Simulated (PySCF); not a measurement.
## Structure from NMR data

Molecular formula: C$_{8}$H$_{12}$F$_{2}$. Simulated spectra:

1H NMR (400 MHz, computed): δ 6.50 (m, 1H), 5.77 (m, 1H), 5.54 (m, 1H), 5.49 (m, 1H), 2.12 (q, 2H), 2.09 (s, 3H), 1.24 (t, 3H).

13C{1H} NMR (computed): δ 158.8 (C), 158.7 (C), 128.9 (CH), 125.2 (CH2), 119.9 (CH), 31.9 (CH2), 25.4 (CH3), 21.3 (CH3).

Calculated, not measured (PySCF 2.14): geometry from GFN2-xTB, shielding tensors at PBE0/pcSseg-1 (GIAO). No solvent model, fast rotation and ring inversion assumed for equivalent nuclei, one computed conformer, non-relativistic.

δ = σ(ref) − σ, references computed at the same level: 1H, 13C against TMS.

Task: Propose a structure and justify it.

Result: 
Rings plus π bonds: 2 (no ring in the answer). 8 carbon signals for 8 carbons: no two carbons are equivalent. Carbon types of the structure: 2 × C, 2 × CH, 2 × CH2, 2 × CH3, which accounts for all hydrogens. δC 158.8, 158.7: fully substituted alkene carbon; the olefinic region. δC 128.9: alkene CH; the olefinic region. δC 125.2: terminal =CH2 carbon; an sp2 carbon of a C=C bond. δC 119.9: allylic sp3 CH bonded to 2 F; 2 electronegative neighbours deshield it. δC 25.4: allylic methyl carbon; aliphatic region, no heteroatom directly attached. δH 5.54, 5.49: hydrogen on a terminal =CH2 carbon; attached to an sp2 carbon and in the plane of the double bond. δH 2.09: hydrogen on an allylic methyl carbon; allylic position.

These data were computed for SMILES C=C(CC)/C(C)=C\C(F)F.

The data come from this structure; uniqueness wasn't tested.

Splittings by 19F in the carbon and heteronuclear signals aren't shown, as no couplings were computed. Shifts are as computed. Against solution values, carbons near 30 ppm lie about +3 ppm off and those near 130 ppm about +5 ppm. Of 1211 compounds with measured shifts, 218 miss one by over three times the rms of a fit or turn the order of signals round; such compounds aren't used in these exercises. No couplings were computed; multiplicities are counted from neighbouring protons, with m where these are inequivalent, close in shift, in a saturated or five-membered ring or joined by F or P, and br s for small geminal =CH2 splittings.
